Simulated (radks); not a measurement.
Values are calculated unless marked as measured or tabulated.
The sulfur anion S-, [Ne] 3s2 3p5, held by a Watson sphere: a shell of charge +0.92 at radius R that stands for the Madelung well of a crystal (potential energy -0.92/R inside, -0.92/r outside, in hartree with lengths in bohr). Code: a radial shooting solver on a logarithmic mesh with Libxc functionals. Model: scalar-relativistic Kohn-Sham, PBEsol, spin-polarised, spherical densities, finite nucleus; open shells are filled with parallel spins first; Fermi nuclear charge, rms radius of each element as measured or else 0.836 A^(1/3) + 0.57 fm. Response by self-consistent Sternheimer equations with the Hartree and adiabatic LDA kernel, the relativistic mass of each level held fixed and spin-orbit coupling left out. The sphere does not respond.

R (bohr)  e(3s down) (eV)  e(3p up) (eV)  e(3p down) (eV)  <r> 3p (bohr)  sum of <r^2> (bohr^2)  X-ray form factor at sin(theta)/lambda = 0.3 1/angstrom  alpha (bohr^3)
2.15              -16.346         -7.147           -6.406          2.122                  35.49                                                    9.015           24.71
2.4               -15.975         -6.871           -6.144          2.158                  36.54                                                    9.005           26.81
3.06              -15.078         -6.102           -5.399          2.239                  38.94                                                    9.003           33.17
3.79              -14.241         -5.301           -4.613          2.304                  40.94                                                    9.011           40.87
4.24              -13.799         -4.863           -4.180          2.334                  41.87                                                    9.013           45.64
4.54              -13.533         -4.597           -3.915          2.350                  42.40                                                    9.015           48.75
